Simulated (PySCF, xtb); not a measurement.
Nb(O)2(OH) (HNbO3), SMILES [O]=[Nb](=[O])[OH], multiplicity 1. Other conformers were not sampled.

Harmonic wavenumbers (cm⁻¹) from GFN2-xTB (xtb) at its own minimum, in rising order: 134, 170, 256, 265, 448, 596, 718, 731, 3491.

Task: What does PBE-D3(BJ)/def2-SVP in PySCF 2.14.0 give at its own minimum? (An estimate is asked for; the answer gives what the named calculation found.)

Result: 165, 209, 252, 342, 515, 697, 936, 970, 3777. Paired by order, the mean absolute difference is 118 cm⁻¹ and the zero-point energies are 9.7 and 11.2 kcal/mol.
